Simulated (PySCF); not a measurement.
## Nuclear quadrupole coupling in `N#CC[SiH2]CC(F)=C(F)F`

Compound: C5H6F3NSi.
Atom-mapped SMILES: `[N:1]#[C:2][CH2:3][SiH2:4][CH2:5][C:6]([F:7])=[C:8]([F:9])[F:10]` (hydrogens: H11, H12 on C3; H13, H14 on Si4; H15, H16 on C5)

Geometry (GFN2-xTB, Å), atoms numbered from 1 in this order:
```xyz
16
C5H6F3NSi angstrom
N     -3.1394   -1.6083    1.1037
C     -2.8119   -0.6665    0.5431
C     -2.3652    0.4947   -0.1615
Si    -0.6342    0.2023   -0.9377
C      0.5322   -0.2786    0.5107
C      1.9152   -0.4624    0.0214
F      2.1041   -1.5161   -0.7996
C      2.9483    0.3327    0.2691
F      2.8565    1.4062    1.0552
F      4.1810    0.2001   -0.2045
H     -3.0884    0.7278   -0.9430
H     -2.3395    1.3350    0.5346
H     -0.1894    1.4669   -1.5290
H     -0.6906   -0.8865   -1.9100
H      0.5298    0.4788    1.2922
H      0.1840   -1.2171    0.9462
```

Field gradients from the PBE0/pcSseg-1 density (PySCF, non-relativistic), principal values in atomic units, ordered |Vxx| ≤ |Vyy| ≤ |Vzz|:

```json
{"atom": "N1", "Vxx": "0.4296", "Vyy": "0.5157", "Vzz": "-0.9453"}
```

Q: Find the asymmetry η = (Vxx − Vyy)/Vzz and the couplings χ = eQV/h (234.96 MHz × Q in barn × V in au), with Q(14N) = 0.02044 b.

A: 
| atom | environment | nucleus | η | χzz (MHz) | χxx (MHz) | χyy (MHz) |
| --- | --- | --- | --- | --- | --- | --- |
| N1 | nitrile nitrogen | 14N | 0.09 | -4.540 | 2.063 | 2.477 |

Q: What is Vzz at N1 in SI units (1 au = 9.71736 × 10²¹ V/m²)?

A: -0.9453 au = -9.186 × 10²¹ V/m².

Q: What couplings would deuterons (Q(2H) = 0.00286 b) have in place of the hydrogens, at this geometry?

A: 
```json
{"atom": "H11", "bonded to": "C3", "bond length (Å)": "1.090", "Vzz (au)": "0.3097", "η": "0.04", "χzz (kHz)": "208"}
{"atom": "H12", "bonded to": "C3", "bond length (Å)": "1.092", "Vzz (au)": "0.3069", "η": "0.05", "χzz (kHz)": "206"}
{"atom": "H13", "bonded to": "Si4", "bond length (Å)": "1.465", "Vzz (au)": "0.1590", "η": "0.02", "χzz (kHz)": "107"}
{"atom": "H14", "bonded to": "Si4", "bond length (Å)": "1.461", "Vzz (au)": "0.1613", "η": "0.01", "χzz (kHz)": "108"}
{"atom": "H15", "bonded to": "C5", "bond length (Å)": "1.088", "Vzz (au)": "0.3114", "η": "0.06", "χzz (kHz)": "209"}
{"atom": "H16", "bonded to": "C5", "bond length (Å)": "1.092", "Vzz (au)": "0.3037", "η": "0.04", "χzz (kHz)": "204"}
```

Isolated species at its GFN2-xTB geometry (one conformer only). GFN2-xTB bond lengths can be off by several hundredths of an ångström, more for odd bonds, and the gradients follow them. With so small a basis the couplings can be 20 % off.
